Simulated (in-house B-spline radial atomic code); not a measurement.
Radial electron density of Xe2+, [Kr] 4d10 5s2 5p4. Method: scalar-relativistic (X2C) AM05, spin-polarised, spherical fractional occupations, Fermi nucleus of rms radius 4.7859 fm. Calculated with a B-spline radial code for spherical atoms.

One-electron X2C: radii and densities carry no picture-change correction, so inner-shell <1/r> comes out high (for 1s by about 2 % at Z = 33, 5 % at 54, 10 % at 75, 30 % at 118) and <r> low.

Columns: r (bohr), 4πr²n(r) (electrons per bohr), bar.

```
 0.00086    2.446 #
 0.00106    3.391 ##
 0.00131    4.699 ##
 0.00162    6.483 ###
   0.002     8.86 ####
 0.00246    11.94 ######
 0.00304    16.03 ########
 0.00375    21.18 ##########
 0.00463    27.56 #############
 0.00572    35.15 #################
 0.00705     43.6 #####################
 0.00871    52.53 ##########################
  0.0107     60.7 ##############################
  0.0133    67.46 #################################
  0.0164    70.82 ##################################
  0.0202    70.37 ##################################
  0.0249     66.7 ################################
  0.0308    62.23 ##############################
   0.038    61.07 ##############################
  0.0469    66.42 ################################
  0.0579    77.68 ######################################
  0.0715    88.57 ###########################################
  0.0882    90.52 ############################################
   0.109    80.82 #######################################
   0.134    68.43 #################################
   0.166    65.69 ################################
   0.205    73.66 ####################################
   0.253    75.98 #####################################
   0.312    60.32 #############################
   0.385    36.95 ##################
   0.475    25.73 #############
   0.586    28.14 ##############
   0.724    29.21 ##############
   0.893    21.88 ###########
     1.1    12.63 ######
    1.36    7.262 ####
    1.68    5.206 ###
    2.07    3.693 ##
    2.56    1.971 #
    3.16   0.7182 
     3.9   0.1681 
    4.81  0.02384 
    5.94 0.001813 
    7.33 6.656e-05
```

On this grid the curve has 4 maxima, near 0.0164, 0.0882, 0.253, 0.724 bohr.

The 5s up radial function P(r) = rR(r), positive near the nucleus:

```
r (bohr)         P
 0.00037    0.0152
0.000564   0.02133
 0.00086   0.02978
 0.00131   0.04122
   0.002   0.05645
 0.00304   0.07554
 0.00463   0.09803
 0.00705    0.1205
  0.0107    0.1348
  0.0164    0.1252
  0.0249   0.07054
   0.038  -0.04205
  0.0579   -0.1726
  0.0882   -0.1943
   0.134   0.01542
   0.205    0.2908
   0.312     0.135
   0.475   -0.3787
   0.724   -0.2846
     1.1    0.5141
    1.68    0.8769
    2.56    0.4821
     3.9   0.09507
    5.94  0.005086
```
